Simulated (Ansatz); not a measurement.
Start from `OC[CH2][SnH3]` and change one atom or group to get `OC[CH2][GeH3]`.

Ansatz, PBE0-D4/def2-TZVP geometries, multiplicity 1. Each molecule was computed in one conformer, which needn't be the lowest.

Elements past krypton have def2 core potentials. Scalar relativity is left out up to krypton.

```tsv
property	`OC[CH2][SnH3]`
size of the dipole moment (B3LYP/def2-TZVPP) / D	1.22
HOMO–LUMO gap (PBE0/def2-TZVPP) / eV	8.21
HOMO–LUMO gap (PBE/def2-TZVPP) / eV	5.78
HOMO–LUMO gap (ωB97M-V/def2-TZVPP) / eV	11.97
HOMO–LUMO gap (B3LYP/def2-TZVPP) / eV	7.71
HOMO energy (PBE/def2-TZVPP) / eV	-6.24
```

Problem. Give the same properties after the change, and the shifts. (Best estimate.)

Solution. Computed: 
| property | `OC[CH2][GeH3]` | shift |
| --- | --- | --- |
| size of the dipole moment (B3LYP/def2-TZVPP) / D | 1.25 | 0.03 |
| HOMO–LUMO gap (PBE0/def2-TZVPP) / eV | 8.70 | 0.49 |
| HOMO–LUMO gap (PBE/def2-TZVPP) / eV | 6.21 | 0.43 |
| HOMO–LUMO gap (ωB97M-V/def2-TZVPP) / eV | 12.65 | 0.68 |
| HOMO–LUMO gap (B3LYP/def2-TZVPP) / eV | 8.15 | 0.44 |
| HOMO energy (PBE/def2-TZVPP) / eV | -6.24 | 0.00 |

Dipoles are sizes alone; their direction can turn.

B3LYP here is the variant with VWN-RPA as its local correlation; programs differ in this.
